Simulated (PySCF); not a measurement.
C₄H₅F₃O₃.
Atom-mapped SMILES: `[CH3:1][O:2][C:3](=[O:4])[CH2:5][O:6][C:7]([F:8])([F:9])[F:10]` (hydrogens: H11, H12, H13 on C1; H14, H15 on C5)

Structure used (GFN2-xTB), in Å, numbered top down from 1:
```xyz
15
C4H5F3O3 angstrom
C      2.753    0.151    0.369
O      1.526   -0.574    0.292
C      0.547    0.006   -0.398
O      0.616    1.068   -0.941
C     -0.679   -0.914   -0.418
O     -1.848   -0.227   -0.861
C     -2.491    0.461    0.066
F     -3.488    1.132   -0.486
F     -3.032   -0.333    1.019
F     -1.737    1.336    0.746
H      3.123    0.375   -0.633
H      3.448   -0.492    0.901
H      2.602    1.087    0.908
H     -0.515   -1.704   -1.155
H     -0.829   -1.364    0.568
```

Computed, not measured: TDDFT PBE0/def2-SVPD, vertical, gas phase, core orbitals frozen in the response in PySCF 2.14.0, density-fitted response routines.

Transition dipole moments from the ground state, in atomic units and in the frame of the coordinates above (overall signs are arbitrary), for the states with f of 0.002 or more among the lowest 6:

| state | E (hartree) | μx | μy | μz |
| --- | --- | --- | --- | --- |
| S2 | 0.2879 | -0.133 | -0.172 | 0.025 |
| S3 | 0.2966 | 0.594 | -0.205 | 0.402 |
| S4 | 0.3034 | 0.152 | -0.010 | 0.026 |
| S5 | 0.3137 | -0.131 | 0.093 | 0.165 |
| S6 | 0.3180 | -0.096 | -0.035 | -0.065 |

(1) Work out the oscillator strengths.

(2) Which bond between heavy atoms lies closest to the direction of the S3 transition dipole?

(3) What angle do the transition dipoles of S3 and S5 make?

(4) How is the summed strength of these states shared among x, y and z?

(5) What peak molar absorption coefficient would the strongest computed level give as a lone Gaussian band 0.3 eV wide at half height?

Answers

(1) f = (2/3) ΔE |μ|² with ΔE in hartree (27.2114 eV).

```json
{"state": "S2", "|μ|² (au)": "0.048", "|μ| (D)": "0.56", "f": "0.009"}
{"state": "S3", "|μ|² (au)": "0.556", "|μ| (D)": "1.90", "f": "0.110"}
{"state": "S4", "|μ|² (au)": "0.024", "|μ| (D)": "0.39", "f": "0.005"}
{"state": "S5", "|μ|² (au)": "0.053", "|μ| (D)": "0.58", "f": "0.011"}
{"state": "S6", "|μ|² (au)": "0.015", "|μ| (D)": "0.31", "f": "0.003"}
```

(2) O2–C3, at 10° from it; next C7–F8 at 15°.

(3) |cos θ| = |μa·μb| / (|μa| |μb|) = 0.18, so θ ≈ 80° (taken between 0 and 90°, since the signs are arbitrary).

(4) (2/3) Σ ΔE μα² gives 0.083 for x, 0.016 for y and 0.039 for z, 0.138 in all.

(5) ε(max) = 2.175×10⁸ f / FWHM, with the width in cm⁻¹. S3: 2.175×10⁸ × 0.1100 / 2420 ≈ 9900 L mol⁻¹ cm⁻¹.

Hardware: an AMD EPYC 7R43 with one thread, shared host with 256 logical CPUs at a one-minute load of 182. Cost: 88 s of wall time, 1.0 GiB resident at most.

One conformer stands for the species.
